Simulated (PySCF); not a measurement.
BHCl₂, SMILES ClBCl.

Geometry optimised at PBE0-D3(BJ)/def2-TZVP.

Vertical ionisation energy (IE) and electron affinity (EA) in eV. Rows of orbital energies are one-electron estimates. Where ΔSCF, EOM or ADC give a negative EA the extra electron is unbound and the value depends on the basis.

| level | IE | EA |
|---|---|---|
| −ε(HOMO), −ε(LUMO), CAM-B3LYP/def2-TZVPD (PySCF) | 10.69 | 0.67 |
| ADC(2)/aug-cc-pVDZ (PySCF) | ? | ? |

**Question.** Complete the blanks. (An estimate is asked for; the answer gives what the named calculation found.)

**Answer.** 
- ADC(2)/aug-cc-pVDZ (PySCF), IE: 11.49
- ADC(2)/aug-cc-pVDZ (PySCF), EA: -1.06

**Question.** Beyond the first one, list the lowest photoelectron lines from PySCF with ADC(2)/aug-cc-pVDZ with their pole strengths (two spins summed). (Estimate from the structure and the level; the computed values follow.)

**Answer.** 11.59 eV (1.82), 11.93 eV (1.81), 13.31 eV (1.81), 14.62 eV (1.80), 15.01 eV (1.80).
